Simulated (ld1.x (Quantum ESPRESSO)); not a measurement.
# terbium ultrasoft: all-electron and pseudo phase curves

terbium (Tb), ultrasoft, made with ld1.x (Quantum ESPRESSO) 7.5 (PBE, scalar-relativistic). Core [Kr] 4d10 4f8, reference 5s2 5p6 5d1 6s1 6p0 (charge +1). Waves: 5s (bound): rcut 1.85, rcutus 2.10 bohr; 6s (bound): rcut 1.85, rcutus 2.10 bohr; 5p (bound): rcut 2.00, rcutus 2.45 bohr; 6p (bound, empty): rcut 2.00, rcutus 2.45 bohr; 5d (bound): rcut 2.50, rcutus 3.00 bohr; 5d channel at 1.2 Ry: rcut 2.50, rcutus 3.00 bohr. Local part: all-electron potential smoothed inside 2.70 bohr (lloc = -1). Core correction: Bessel-smoothed model core inside 1.25 bohr. Augmentation charge: built from norm-conserving waves at rcut, not smoothed further.

The phase is arctan(r·u′/u) with u = r·R(r), unwrapped; energies in Ry, scanned from -6 to 5 Ry. A pole is an energy at which the radial function vanishes at the test radius. The pseudo phase is shifted by a multiple of π to meet the all-electron one at the reference energy, and phase errors are pseudo minus all-electron; the curves can meet again beyond the range given. Levels narrower than the energy grid can be missing from the lists of poles.

Task: For each channel, where are the poles, and over which energies does the pseudopotential scatter like the atom?

Result:

```
channel  radius (bohr)  reference energy (Ry)  poles, all-electron       poles, pseudo  unbroken range about the reference energy with phases within 0.05 rad  phase error 1 Ry above the reference energy (rad)
      s           3.26                  -0.69          -4.22, 0.95  -4.45, -0.54, 2.04                                       not even at the reference energy                                             -2.939
      p           3.26                  -0.42          -2.46, 2.04  -2.70, -0.53, 4.10                                       not even at the reference energy                                             +0.636
      d           3.26                  -0.61          -0.18, 4.03               -0.33                                       not even at the reference energy                                             +0.063
```

A Bessel basis up to 400 Ry misses an occupied level by 0.70 Ry, so cutoffs and ghosts were not judged. The potential misses its own reference levels by up to 5.6 eV, so it is not fit for use.

Phases in the s channel:

```json
{"E (Ry)": "-6.00", "all-electron": "1.430", "pseudo": "1.427"}
{"E (Ry)": "-5.74", "all-electron": "1.425", "pseudo": "1.422"}
{"E (Ry)": "-5.48", "all-electron": "1.421", "pseudo": "1.417"}
{"E (Ry)": "-5.22", "all-electron": "1.415", "pseudo": "1.410"}
{"E (Ry)": "-4.96", "all-electron": "1.408", "pseudo": "1.402"}
{"E (Ry)": "-4.70", "all-electron": "1.399", "pseudo": "1.385"}
{"E (Ry)": "-4.44", "all-electron": "1.380", "pseudo": "-1.637"}
{"E (Ry)": "-4.18", "all-electron": "-1.686", "pseudo": "-1.737"}
{"E (Ry)": "-3.92", "all-electron": "-1.742", "pseudo": "-1.752"}
{"E (Ry)": "-3.66", "all-electron": "-1.756", "pseudo": "-1.765"}
{"E (Ry)": "-3.40", "all-electron": "-1.770", "pseudo": "-1.778"}
{"E (Ry)": "-3.14", "all-electron": "-1.784", "pseudo": "-1.792"}
{"E (Ry)": "-2.88", "all-electron": "-1.800", "pseudo": "-1.809"}
{"E (Ry)": "-2.62", "all-electron": "-1.819", "pseudo": "-1.830"}
{"E (Ry)": "-2.36", "all-electron": "-1.844", "pseudo": "-1.857"}
{"E (Ry)": "-2.10", "all-electron": "-1.877", "pseudo": "-1.892"}
{"E (Ry)": "-1.84", "all-electron": "-1.923", "pseudo": "-1.941"}
{"E (Ry)": "-1.58", "all-electron": "-1.992", "pseudo": "-2.016"}
{"E (Ry)": "-1.32", "all-electron": "-2.108", "pseudo": "-2.143"}
{"E (Ry)": "-1.06", "all-electron": "-2.339", "pseudo": "-2.414"}
{"E (Ry)": "-0.80", "all-electron": "-2.884", "pseudo": "-3.250"}
{"E (Ry)": "-0.54", "all-electron": "-3.753", "pseudo": "-4.709"}
{"E (Ry)": "-0.28", "all-electron": "-4.244", "pseudo": "-6.215"}
{"E (Ry)": "-0.02", "all-electron": "-4.455", "pseudo": "-7.190"}
{"E (Ry)": "0.24", "all-electron": "-4.566", "pseudo": "-7.482"}
{"E (Ry)": "0.50", "all-electron": "-4.635", "pseudo": "-7.615"}
{"E (Ry)": "0.76", "all-electron": "-4.684", "pseudo": "-7.692"}
{"E (Ry)": "1.02", "all-electron": "-4.722", "pseudo": "-7.744"}
{"E (Ry)": "1.28", "all-electron": "-4.755", "pseudo": "-7.781"}
{"E (Ry)": "1.54", "all-electron": "-4.786", "pseudo": "-7.811"}
{"E (Ry)": "1.80", "all-electron": "-4.816", "pseudo": "-7.835"}
{"E (Ry)": "2.06", "all-electron": "-4.849", "pseudo": "-7.855"}
{"E (Ry)": "2.32", "all-electron": "-4.888", "pseudo": "-7.874"}
{"E (Ry)": "2.58", "all-electron": "-4.938", "pseudo": "-7.891"}
{"E (Ry)": "2.84", "all-electron": "-5.010", "pseudo": "-7.907"}
{"E (Ry)": "3.10", "all-electron": "-5.125", "pseudo": "-7.923"}
{"E (Ry)": "3.36", "all-electron": "-5.349", "pseudo": "-7.939"}
{"E (Ry)": "3.62", "all-electron": "-5.877", "pseudo": "-7.957"}
{"E (Ry)": "3.88", "all-electron": "-6.757", "pseudo": "-7.976"}
{"E (Ry)": "4.14", "all-electron": "-7.268", "pseudo": "-7.998"}
{"E (Ry)": "4.40", "all-electron": "-7.485", "pseudo": "-8.023"}
{"E (Ry)": "4.66", "all-electron": "-7.596", "pseudo": "-8.055"}
{"E (Ry)": "4.92", "all-electron": "-7.663", "pseudo": "-8.096"}
```
